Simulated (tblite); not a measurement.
C4H6F3P.
Z-matrix (Å and degrees, GFN2-xTB geometry), rows numbered from 1:
```
F 
C   1  1.3426
F   2  1.3422  1  106.34
F   2  1.3422  1  106.33  3  -114.00
P   2  1.8977  1  116.31  3   123.02
C   5  1.8724  2   96.42  1   -38.36
C   6  1.5397  5   92.70  2    87.45
C   7  1.5397  6   97.22  5     9.04
H   6  1.0892  5  115.19  2   -33.08
H   6  1.0895  5  110.27  2  -156.69
H   7  1.0895  6  113.68  5   128.84
H   7  1.0885  6  111.95  5  -108.20
H   8  1.0892  5  115.18  2    33.09
H   8  1.0895  5  110.27  2   156.67
```

Computed values, GFN2-xTB/tblite, gas phase, harmonic and unscaled. The method is semi-empirical: single wavenumbers can be off by several per cent or more. One conformer, not necessarily the lowest.

Harmonic wavenumbers (cm⁻¹): 26.5, 141.1, 144.2, 171.5, 256.7, 285.4, 399.5, 466.3, 471.7, 569.9, 660.4, 699.0, 739.4, 753.2, 815.4, 911.5, 991.6, 1000.9, 1041.3, 1041.9, 1047.7, 1081.2, 1158.3, 1162.8, 1193.7, 1203.8, 1278.3, 1431.0, 1431.9, 1490.7, 2985.2, 2990.2, 2995.9, 2999.8, 3004.9, 3022.0.

A = 2870, B = 1350, C = 1342 MHz; mass 142.016 u (most abundant isotopes); point group Cs, symmetry number 1.

Q: What is the zero-point energy?

A: ½Σν̃ = 21032 cm⁻¹ = 60.13 kcal/mol.

Q: Entropy at 298.15 K, 1 bar (ideal gas, RRHO, classical rotation)?

A: Translation 40.79, rotation 28.52, vibration 22.42: S = 91.7 cal/(mol K).

Q: And Cp and H(298.15 K) − H(0)?

A: Cp = 31.98 cal/(mol K), of which vibrations give 24.03 (their classical limit is 36 R = 71.5); H(298.15 K) − H(0) = 5.86 kcal/mol without the zero-point energy, 3.49 from vibrations.

Q: What must be added to the electronic energy to get the Gibbs energy at 298.15 K and 1 bar?

A: ZPE + [H(298.15 K) − H(0)] − T·S = 60.13 + 5.86 − 27.35 = 38.64 kcal/mol.

Q: Which modes carry the vibrational entropy at 298.15 K?

A: 26.5 cm⁻¹: 6.08; 141.1 cm⁻¹: 2.79; 144.2 cm⁻¹: 2.75; 171.5 cm⁻¹: 2.42; 256.7 cm⁻¹: 1.68; 285.4 cm⁻¹: 1.50 cal/(mol K); the other 30 give 5.20 together.

Q: Blend soft modes into free rotors: weight 1/[1 + (100 cm⁻¹/ν̃)⁴] for the oscillator and the rest for a rotor with moment μB/(μ + B), μ = h/(8π²ν), B = 10⁻⁴⁴ kg m². What vibrational entropy results?

A: 20.43 cal/(mol K) in place of 22.42, which changes −T·S at 298.15 K by +0.59 kcal/mol.

Q: How do the functions run with temperature in this model?

A: 
```json
{"T (K)": "100", "S (cal/(mol K))": "67.4", "Cp (cal/(mol K))": "15.7", "H − H(0) (kcal/mol)": "1.16", "G − H(0) (kcal/mol)": "-5.58", "ln q(vib)": "1.56"}
{"T (K)": "200", "S (cal/(mol K))": "80.7", "Cp (cal/(mol K))": "23.7", "H − H(0) (kcal/mol)": "3.13", "G − H(0) (kcal/mol)": "-13.02", "ln q(vib)": "3.47"}
{"T (K)": "300", "S (cal/(mol K))": "91.9", "Cp (cal/(mol K))": "32.1", "H − H(0) (kcal/mol)": "5.92", "G − H(0) (kcal/mol)": "-21.66", "ln q(vib)": "5.43"}
{"T (K)": "500", "S (cal/(mol K))": "111.9", "Cp (cal/(mol K))": "46.3", "H − H(0) (kcal/mol)": "13.86", "G − H(0) (kcal/mol)": "-42.09", "ln q(vib)": "9.41"}
{"T (K)": "800", "S (cal/(mol K))": "136.6", "Cp (cal/(mol K))": "58.3", "H − H(0) (kcal/mol)": "29.75", "G − H(0) (kcal/mol)": "-79.50", "ln q(vib)": "15.18"}
{"T (K)": "1000", "S (cal/(mol K))": "150.1", "Cp (cal/(mol K))": "63.2", "H − H(0) (kcal/mol)": "41.93", "G − H(0) (kcal/mol)": "-108.20", "ln q(vib)": "18.73"}
```

q(vib) and H(0) count from the zero-point level.

Hindered rotation and anharmonicity are outside this model. Other conformers, if any are populated, would add a mixing term that is left out.
